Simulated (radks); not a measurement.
Q: Species: Re30+. Configuration: [Kr] 4d9. Method: Dirac Kohn-Sham, exchange-only PBE, spin-unpolarised, spherical densities, finite nucleus; open shells fill j = l - 1/2 first; Fermi nuclear charge, rms radius 5.3698 fm; computed with a radial shooting solver on a logarithmic mesh with Libxc functionals.

Spin-orbit splittings of the eigenvalues, e(l+1/2) - e(l-1/2), with zeta = 2 splitting/(2l+1) and mean radii in bohr:

shell  occ.  splitting (eV)  zeta (eV)  <r> j=l-1/2  <r> j=l+1/2
2p        6            1438      959.0      0.06249      0.07057
3p        6               ?          ?       0.1862       0.2007
3d       10           68.37      27.35       0.1755       0.1799
4p        6           89.13      59.42       0.4122       0.4367
4d        9           18.39      7.357       0.4312       0.4383

Estimate the 3p splitting.

A: 315.5 eV (zeta = 210.3 eV).
